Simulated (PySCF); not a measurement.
## Exercise with solution: dipole moment from atomic charges

Al(H)(OH)(OSiH3) (AlH5O2Si), SMILES [OH][AlH][O][SiH3]. Atoms are numbered in the order given.

```xyz
9

Al    -0.5669     0.8537     0.8687
H     -1.9595     0.8186     1.5790
O      0.4539     2.1638     1.2177
H      1.3333     2.3307     0.8678
O     -0.0916    -0.3693    -0.2099
Si     0.2788    -1.6136    -1.2258
H     -0.5515    -2.8139    -0.9129
H      1.7182    -1.9847    -1.0849
H      0.0270    -1.2153    -2.6422
```

Geometry: B3LYP-D3(BJ)/def2-SVP. Other conformers were not sampled.

Charges (e) from PBE0/def2-TZVP (PySCF):

| atom | Mulliken | ESP fit |
|---|---|---|
| Al1 | 0.516 | 1.096 |
| H2 | -0.074 | -0.265 |
| O3 | -0.564 | -0.841 |
| H4 | 0.320 | 0.433 |
| O5 | -0.336 | -0.554 |
| Si6 | 0.254 | 0.317 |
| H7 | -0.037 | -0.066 |
| H8 | -0.040 | -0.061 |
| H9 | -0.039 | -0.059 |

The dipole moment of the full density is 0.96 D.

### Question
What dipole moment does each set of point charges give, and which comes closer to that of the density?

### Answer

μ = Σ q r, and 1 e Å = 4.8032 D.
Mulliken: Σ q r = (0.075, -0.149, -0.138) e Å, |μ| = 1.04 D.
ESP fit: Σ q r = (0.163, -0.020, -0.105) e Å, |μ| = 0.93 D.
ESP fit comes closer in size. Point charges leave out the atoms' own dipoles (lone pairs, polarised bonds); fits to the potential absorb them, partitions of the density don't.
